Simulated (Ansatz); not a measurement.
Consider the ligand exchange at a B–O bond: `OB(F)[SiH2][SiH3]` + H₂S → `FB(S)[SiH2][SiH3]` + H₂O.

Computed with Ansatz on PBE0-D4/def2-TZVP structures; ΔE is electronic, products minus reactants. CCSD(T)/CBS is the MP2 limit (def2-TZVPP, def2-QZVPP) plus CCSD(T) − MP2 in def2-TZVPP, frozen cores. This one scheme is used for every species. Functionals use def2-TZVPP. B3LYP here is the variant with VWN-RPA as its local correlation; programs differ in this. One conformer a species, not always the lowest.

```tsv
level	ΔE (kJ/mol)	difference from CCSD(T)/CBS
PBE-D4	58.0	-5.9
PBE0-D4	61.7	-2.2
B3LYP-D4	68.8	4.9
ωB97M-V	71.0	7.1
B2PLYP	71.7	7.8
HF/def2-TZVPP	87.4	23.5
MP2/def2-TZVPP	64.3	0.4
CCSD/def2-TZVPP	72.6	8.7
MP2/def2-QZVPP	61.8	-2.1
CCSD/CBS(def2)	67.9	4.0
CCSD(T)/CBS	63.9	0
```

Largest T1 diagnostic among the species: 0.015.

The D4 term adds −5.8 kJ/mol with B3LYP and −3.2 kJ/mol with PBE0; it sums over pairs of atoms, weighted by their polarisabilities, and B3LYP, whose exchange is more repulsive, gets the larger term. In def2-TZVPP, CCSD(T) changes the Hartree–Fock value by −18.7 kJ/mol (the triples alone add −4.0 kJ/mol) and MP2 by −23.1 kJ/mol.
